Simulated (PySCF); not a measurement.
**NMR data sheet: C$_{7}$H$_{10}$OSi**

* Formula: C7H10OSi
* SMILES: Cc1ccc(O[SiH3])cc1
* Point group of the computed structure: C1
* Degrees of unsaturation: 4
* Carbon signals: 5
* Proton signals: 4

Atoms are numbered as in `[CH3:1][c:2]1[cH:3][cH:4][c:5]([O:6][SiH3:7])[cH:8][cH:9]1`. Each H is labelled by its parent atom.

Isolated molecule, non-relativistic Hamiltonian, single conformer, equivalent nuclei averaged. Shielding tensors at HF/pcSseg-1 (GIAO); geometry: PBE0-D3(BJ)/def2-SVP; PySCF 2.14.

δ = σ(ref) − σ, references computed at the same level: ¹H (σ = 31.69 ppm) and ¹³C (σ = 190.85 ppm) and ²⁹Si (σ = 393.43 ppm) vs TMS; ¹⁷O (σ = 333.31 ppm) against H2O.

```tsv
carbon	δC, type	δH (multiplicity)	HMBC from (2–3 bonds)	span of the C tensor (ppm)
C1	20.1, CH3	2.38 (s)	H(C3)/H(C9)	41
C2	135.6, C	–	H(C3)/H(C9), H(C4)/H(C8), H(C1)	242
C3/C9	139.1, CH	7.40 (d)	H(C3)/H(C9), H(C4)/H(C8), H(C1)	233
C4/C8	122.5, CH	6.98 (d)	H(C3)/H(C9), H(C4)/H(C8)	200
C5	161.4, C	–	H(C3)/H(C9), H(C4)/H(C8), H(Si7)	212
```

Other nuclei:
| atoms | nucleus | environment | δ (ppm) | σ (ppm) |
| --- | --- | --- | --- | --- |
| H(Si7) | ¹H | hydrogen on a silicon bonded to O | 4.56 | 27.12 |
| Si7 | ²⁹Si | silicon bonded to O, 3 H | -41.3 | 434.7 |
| O6 | ¹⁷O | oxygen bonded to C, Si | 58.6 | 274.7 |

1. Carbon types of the structure: 2 × C, 4 × CH, 1 × CH3, leaving 3 H on heteroatoms.
2. δC 161.4: aromatic carbon bearing oxygen; σ withdrawal by the attached heteroatom moves it downfield of the ring CH carbons.
3. δC 139.1, 122.5: aromatic CH.
4. δC 135.6: substituted aromatic carbon.
5. δH 7.40, 6.98: hydrogen on an aromatic CH.
6. δH 2.38: hydrogen on a methyl carbon on an aromatic ring; benzylic-type position, deshielded by the ring.

Shifts are as computed. Against solution values, carbons near 30 ppm lie about -0 ppm off and those near 130 ppm about +7 ppm. Of 1211 compounds with measured shifts, 218 miss one by over three times the rms of a fit or turn the order of signals round; such compounds aren't used in these exercises. Experimental scales use liquid or dissolved standards, which lie at an offset from isolated H2O (liquid H2O: subtract about 36 ppm). No couplings were computed; multiplicities are counted from neighbouring protons, with m where these are inequivalent, close in shift, in a saturated or five-membered ring or joined by F or P, and br s for small geminal =CH2 splittings.
